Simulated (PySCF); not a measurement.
CdI, SMILES [Cd+][I], charge +1. Atoms are numbered in the order given.

```xyz
2

Cd     0.0000     0.0000    -1.3603
I      0.0000     0.0000     1.2320
```
Charge +1, spin multiplicity 1.

Geometry: B3LYP-D3(BJ)/def2-TZVP. The spin state was assumed, not searched. The def2 effective core potentials stand for the cores of Cd, I; spin–orbit coupling is left out.

The numbers are results of M06-2X/def2-TZVPD in PySCF, not measurements.

Isolated molecule, no solvent.

Computed frontier levels, gap, dipole moment and polarisability:
```json
{
  "highest_occupied_level": "-13.90 eV",
  "lowest_empty_level": "-9.43 eV",
  "orbital_gap": "4.47 eV",
  "dipole_moment_about_the_centre_of_nuclear_charge": "6.53 D",
  "mean_static_polarisability": "58.6 bohr³ (8.68 Å³)",
  "polarisability_principal_values": "42.8, 42.8, 90.1 bohr³"
}
```
